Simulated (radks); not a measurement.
Results of a calculation; reference values are marked as such.
Sr10+, 28 electrons, occupied as [Ar] 3d10. Code: a radial shooting solver on a logarithmic mesh with Libxc functionals. Model: scalar-relativistic Kohn-Sham, PBEsol, spin-polarised, spherical densities, finite nucleus; Fermi nuclear charge, rms radius 4.224 fm. Some entries of the table are withheld. Estimate them.

orbital  occ.  eigenvalue (hartree)  r(max) (bohr)
1s          2             -592.1336        0.02555
2s          2             -85.91731         0.1452
2p          6                   (1)         0.1160
3s          2             -18.71713         0.4349
3p          6                   (2)            (3)
3d         10             -11.15270            (4)

Answer. 
(1) 2p eigenvalue (hartree): -77.12666
(2) 3p eigenvalue (hartree): -15.86640
(3) 3p r(max) (bohr): 0.4292
(4) 3d r(max) (bohr): 0.3732
